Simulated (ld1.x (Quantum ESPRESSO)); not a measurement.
**Which change was made? (Al, TM)**

```json
{
 "Element": "Al (Z = 13)",
 "Generator": "ld1.x (Quantum ESPRESSO) 7.5",
 "Type": "norm-conserving Troullier–Martins (Kleinman–Bylander form)",
 "Functional": "LDA (PZ)",
 "Relativity": "scalar-relativistic",
 "Frozen core": "[Ne]",
 "Valence charge": "3",
 "Reference configuration": "3s2 3p1",
 "Partial waves": "3s (bound): rc 2.05 bohr; 3d channel at 0.2 Ry: rc 2.35 bohr; 3p (bound): rc 2.85 bohr",
 "Local potential": "the p channel",
 "Core correction": "none"
}
```

Cutoffs, loose and tight: the cutoffs (Ry, on a coarse ladder) from which the occupation-weighted sum of valence levels, in a spherical-Bessel basis at the reference potential, stays within 10 and 1 mRy of its value at 400 Ry. They do not see the model core or the augmentation charge, which bear on the density cutoff. Test errors are all-electron minus pseudo excitation energies from the reference, over the configurations 3s2 3p0; 3s1 3p0; 3s2 3p0.5; 3s0 3p3; 3s1 3p1; 3s1 3p2; 3s2 3p1.3 (two spin-polarised tests are not counted in the largest error); variants that change the core or the reference have their own tests.

The base gives: outcome: generated; cutoff, loose: 10 Ry; cutoff, tight: 30 Ry; bound ghosts: none; largest test error (meV): +83.

(1) After one change the result is: outcome: generated; cutoff, loose: 10 Ry; cutoff, tight: 30 Ry; bound ghosts: none; largest test error (meV): -6.8. Which change was it?
A. core correction a·sin(br)/r model core inside 2.16 bohr
B. core correction a·sin(br)/r model core inside 1.76 bohr
C. core correction a·sin(br)/r model core inside 1.20 bohr

## Answers

(1) C. The others give: core correction a·sin(br)/r model core inside 2.16 bohr → outcome: generated; cutoff, loose: 10 Ry; cutoff, tight: 30 Ry; bound ghosts: none; largest test error (meV): +60 | core correction a·sin(br)/r model core inside 1.76 bohr → outcome: generated; cutoff, loose: 10 Ry; cutoff, tight: 30 Ry; bound ghosts: none; largest test error (meV): +29.
